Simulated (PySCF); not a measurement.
Bonds (- single, = double, # triple, : aromatic): O1=C2 1.205 Å, C2-O3 1.340 Å, C2-C4 1.484 Å, C4:C5 1.399 Å, C5:C6 1.390 Å, C6:C7 1.396 Å, C7-Cl8 1.728 Å, C7:C9 1.396 Å, C9:C10 1.389 Å, C10:C4 1.399 Å. O3 carries H11; C5 carries H12; C6 carries H13; C9 carries H14; C10 carries H15.

Geometry: PBE0-D3(BJ)/def2-SVP; GIAO absolute shieldings from PySCF 2.14, gas phase, non-relativistic, averaged over equivalent atoms.

At PBE0/pcSseg-1 (202 basis functions, 41 s wall time on 1 thread of an x86-64 server CPU, shared host):
```json
{"atoms": "O1", "σ (ppm)": "-74.7"}
{"atoms": "O3", "σ (ppm)": "134.9"}
{"atoms": "C2", "σ (ppm)": "16.5"}
{"atoms": "C7", "σ (ppm)": "32.4"}
{"atoms": "C5/C10", "σ (ppm)": "46.4"}
{"atoms": "C6/C9", "σ (ppm)": "50.1"}
{"atoms": "C4", "σ (ppm)": "54.5"}
{"atoms": "Cl8", "σ (ppm)": "690.6"}
{"atoms": "H12/H15", "σ (ppm)": "22.98"}
{"atoms": "H13/H14", "σ (ppm)": "23.75"}
{"atoms": "H11", "σ (ppm)": "25.39"}
```

Q: Predict the values at HF/pcSseg-1 on the same geometry.

A: 
```
  atoms  σ at HF/pcSseg-1  change
     O1             -57.0   +17.7
     O3             165.3   +30.4
     C2              19.1    +2.6
     C7              36.7    +4.3
 C5/C10              47.8    +1.4
  C6/C9              56.6    +6.5
     C4              60.9    +6.4
    Cl8             781.5   +90.9
H12/H15             23.06   +0.08
H13/H14             24.04   +0.29
    H11             25.42   +0.03
```

The largest change is at Cl8 (chlorine bonded to C). Cost: 202 basis functions, 17 s wall time on 1 thread of an x86-64 server CPU, shared host. The order of the carbon signals is the same at both levels.

Carbons that carry Cl, above all several Cl atoms, come out too deshielded, partly because spin–orbit coupling is missing. The C=O carbon of an acid or of an amide with N–H lies up to 10 ppm further downfield in solution, through hydrogen bonding that the calculation lacks.
